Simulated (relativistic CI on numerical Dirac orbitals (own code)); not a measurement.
## One change at a time: Sb11+

Base calculation: Dirac-Coulomb-Breit CI, separate exchange-only KLI orbitals for each configuration, a model potential for QED, unscaled Slater integrals.

CI space (outside the closed core [Ar] 3d10): 4s²4p⁶4d⁴, 4s²4p⁵4d⁵, 4s²4p⁶4d³4f, 4s²4p⁶4d³5s, 4s4p⁶4d⁵, 4s²4p⁶4d³5p, 4s²4p⁶4d²4f5s, 4s²4p⁶4d³5d, 4s²4p⁶4d²5s5p, 4s4p⁶4d⁴4f, 4s²4p⁶4d³6s, 4s²4p⁶4d²5s², 4s²4p⁶4d4f5s², 4s²4p⁶4d5s²5p, 4s²4p⁶4d5s²5d, 4p⁶4d⁶, 4p⁵4d⁷, 4s²4p⁶4d²5p², 4s²4p⁶4d4f5p², 4s²4p⁶4d5s5p², 4s²4p⁶4d5p³, 4s²4p⁶4d5p²5d. Double excitations out of closed p, d and f shells are left out; levels of such configurations are missing from the list, as are those of other unlisted configurations, and high levels can miss mixing partners.

Variants: (1) QED terms removed; (2) non-relativistic limit. Shifts of the energy above 4s²4p⁶4d⁴ ⁵D0, in cm⁻¹, for the lowest level and the first level of each name with at least 55 % of one term (blank where a level changes its place among those of its configuration and J or its character, or is not in the variant):

```
        Level     Base   Δ(1)      Δ(2)
4s²4p⁶4d⁴ ⁵D0      0.0    0.0       0.0
4s²4p⁶4d⁴ ⁵D1   3494.8  -20.0   -3494.8
4s²4p⁶4d⁴ ⁵D2   7587.1  -36.0   -7587.1
4s²4p⁶4d⁴ ⁵D3  11603.1  -46.8  -11603.1
4s²4p⁶4d⁴ ⁵D4  15373.2  -52.7  -15373.2
4s²4p⁶4d⁴ ³P0  31261.4  -16.2   +3165.4
4s²4p⁶4d⁴ ³H4  34795.6  -20.7   -2955.3
4s²4p⁶4d⁴ ³G3  41149.3  -29.9          
4s²4p⁶4d⁴ ³H5  41292.0  -44.3   -9451.8
4s²4p⁶4d⁴ ³P1  41525.3  -42.4   -7098.5
4s²4p⁶4d⁴ ³F2  43093.0  -33.3          
4s²4p⁶4d⁴ ³H6  44816.7  -52.1  -12976.4
4s²4p⁶4d⁴ ³P2  51122.6  -52.2          
4s²4p⁶4d⁴ ³F3  53102.6  -65.0
```

At this charge energies of transitions that change n are usually good to better than 1 %, and those within a shell (Δn = 0) to a few per cent. Terms inside the open d or f shell come out 10 to 20 % too wide with unscaled integrals. Levels and lines within the n = 5 or 6 shells can be off by up to 10 % or somewhat more, and those that change n by about 2 %, since core polarisation is missing.

Ionisation energy from the two ground configurations alone: base 238.731 eV. The NIST ASD value (theoretical) is 238 eV.

LS names give the leading component of a level, which can be under half, so a name can repeat, a term be missing and a line seem to break the LS rules.
